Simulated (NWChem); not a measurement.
System: CH$_{5}$InO$_{2}$; SMILES C[O][InH][OH]

```xyz
9

In    -0.2992     0.5005     0.0000
H     -1.6189     1.6004     0.0000
O      1.7041     0.8068     0.0000
H      1.8973     1.7639     0.0000
O     -0.5860    -1.4944     0.0000
C      0.5032    -2.3948     0.0000
H      0.4582    -3.0573     0.8970
H      0.4582    -3.0573    -0.8970
H      1.5036    -1.9035     0.0000
```
Atoms are numbered in this order, from 1.

All runs: NWChem. All runs use the structure optimised with PBE-D3(BJ)/def2-SVP. def2 effective core potentials on In; no spin-orbit coupling. Ions are spin-unrestricted doublets at the neutral geometry; other ion states weren't tried.

Question: Estimate the computed values for PBE0/def2-SVP. Quantities: vertical ionisation energy, ΔSCF (eV); −ε(HOMO) (eV).

Answer: 
```yaml
vertical ionisation energy, ΔSCF (eV): 9.25
"−ε(HOMO) (eV)": 7.08
```
